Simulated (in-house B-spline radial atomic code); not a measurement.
# Ionising Tl²⁶⁺ with different functionals

Computed with a radial B-spline atomic code at the basis-set limit: scalar-relativistic (spin-free X2C) Hamiltonian, Fermi nucleus of rms radius 5.4759 fm, spin-polarised at highest spin, spherical fractional occupations for the functionals. The ionisation energy is the difference of two self-consistent energies, [Kr] 4d10 4f9 → [Kr] 4d10 4f8, without Breit or QED terms; ε is the level of the shell that loses the electron (its least bound occupied spin orbital). There is no spin-orbit coupling in this Hamiltonian.

Hybrids are left out here: with spherical fractional occupations of an open shell their exact exchange keeps a self-interaction that integer-occupation calculations don't have.

```
  method      rung  ΔSCF (eV)  -ε(4f) (eV)
LDA VWN5       LDA          ?            ?
LDA PW92       LDA     868.54       842.87
    RPBE       GGA          ?            ?
  r2SCAN  meta-GGA     866.36       841.02
```

(1) What does LDA VWN5 give?

(2) What does RPBE give?

(3) How do they compare with the NIST value?

## Answers

(1) ΔSCF 868.55 eV, and -ε(4f) = 842.88 eV.

(2) ΔSCF 867.86 eV, and -ε(4f) = 842.22 eV.

(3) NIST lists 880 eV ± 40 (tabulated theory, ground level to ground level). Errors run from -13.64 to -11.45 eV; all lie within about twice that uncertainty, so the table can't rank the methods.
